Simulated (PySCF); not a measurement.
Species: C₃H₅BO₂.
SMILES with atom numbers: `[BH2-:1]1[O:2][CH:3]=[CH:4][CH:5]=[O+:6]1` (hydrogens: H7, H8 on B1; H9 on C3; H10 on C4; H11 on C5)

The closed-shell ground state was solved at several levels (PySCF, density fitting, gas phase, non-relativistic). Geometry: PBE0-D3(BJ)/def2-SVP; no solvent, vibrations or thermal averaging.

| level | basis functions | HOMO (eV) | LUMO (eV) | gap (eV) | dipole (D) |
| --- | --- | --- | --- | --- | --- |
| CAM-B3LYP/def2-SVPD | 166 | -8.27 | -1.40 | 6.87 | 4.61 |
| PBE0/pcSseg-1 | 127 | -6.94 | -2.44 | 4.50 | 4.57 |
| wB97X-D/pcSseg-2 | 286 | -8.75 | -0.64 | 8.11 | 4.54 |

(1) What might B3LYP/pcJ-1 (212 basis functions) give for the same quantities?

(2) Over all these levels, which gives the widest orbital gap and which the narrowest?

(3) How far do the dipole and the HOMO energy spread over the levels?

Results:

(1) HOMO -6.76 eV, LUMO -2.64 eV, gap 4.12 eV, dipole 4.62 D.

(2) wB97X-D/pcSseg-2 (range-separated hybrid) has the widest, 8.11 eV, and B3LYP/pcJ-1 (global hybrid, 20 % exact exchange) the narrowest, 4.12 eV. Functional and basis both differ between the two, so the spread mixes both effects.

(3) The dipole runs from 4.54 to 4.62 D (mean 4.58 D) and the HOMO from -8.75 to -6.76 eV.
